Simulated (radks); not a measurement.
Spherical quantum dot in the effective-mass picture: electrons in a hard-walled sphere of radius 2.01, all in effective atomic units (hartree* = m*/eps^2 hartree, bohr* = eps/m* bohr), one dielectric constant everywhere. Calculated with a radial shooting solver with Libxc functionals: non-relativistic Kohn-Sham, LDA (Slater exchange, Perdew-Wang correlation), spin-polarised, spherical densities. Levels are named by radial order and angular momentum (1s, 1p, 1d, 2s, ...), and open shells are averaged over m. Results are scaled to m* = 0.026 and eps = 6.3, for which hartree* = 17.83 meV and bohr* = 12.82 nm.

N = 17, configuration 1s2 1p6 1d(up 5, down 4). This is the lowest configuration that the search found. Occupied and some empty levels:

level,occupation,eigenvalue (meV),<r> (nm)
1s up,1,223.62,15.51
1s down,1,224.10,15.49
1p up,3,238.87,16.85
1p down,3,239.39,16.84
1d up,5,262.12,17.76
1d down,4,262.66,17.76
2s up,0,291.45,11.99
2s down,0,291.72,11.99
1f up,0,292.31,18.46
1f down,0,292.84,18.46
2p up,0,333.06,13.61
2p down,0,333.40,13.61

Energy (meV): total 2560.05, kinetic 1027.9, external 0, Hartree 1752.9, exchange-correlation -220.73.

Electron density:

r (nm),n(r) (e/nm^3)
0.703,0.00005570
2.63,0.00006509
4.56,0.00008789
6.48,0.0001284
8.41,0.0001901
10.3,0.0002714
12.3,0.0003621
14.2,0.0004407
16.1,0.0004761
18.0,0.0004407
20.0,0.0003290
21.9,0.0001748
23.8,0.00004693
25.7,4.569e-08
